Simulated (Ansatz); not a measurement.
Mulliken charges of `O[Si](O)(O)[S]` radical from ωB97M-V/def2-TZVPP in Ansatz (PBE0-D4/def2-TZVP geometry).

| atom | x (Å) | y (Å) | z (Å) | charge (e) |
| --- | --- | --- | --- | --- |
| O1 | -1.010 | 1.073 | 0.462 | -0.379 |
| Si2 | -0.014 | -0.037 | -0.195 | 0.714 |
| O3 | 1.462 | 0.197 | 0.467 | -0.358 |
| O4 | -0.698 | -1.483 | 0.099 | -0.368 |
| S5 | 0.279 | 0.078 | -2.290 | -0.176 |
| H6 | -0.732 | 1.990 | 0.451 | 0.188 |
| H7 | 2.173 | -0.370 | 0.163 | 0.187 |
| H8 | -1.368 | -1.505 | 0.787 | 0.193 |

Question: By hand: the dipole of these point charges (1 e Å = 4.8032 D).

Answer: Σ q r = (0.062, 0.043, 0.152) e Å, of length 0.170 e Å = 0.82 D.

Question: How does the dipole of the full density compare? (Estimate.)

Answer: The calculation gave: (0.083, 0.096, 0.212) e Å, 1.19 D; the point charges give 0.69 times that, at 8° from its direction.

Point charges leave out the atoms' own dipoles, such as those of lone pairs, and Mulliken's split depends on the basis, so the two needn't agree.
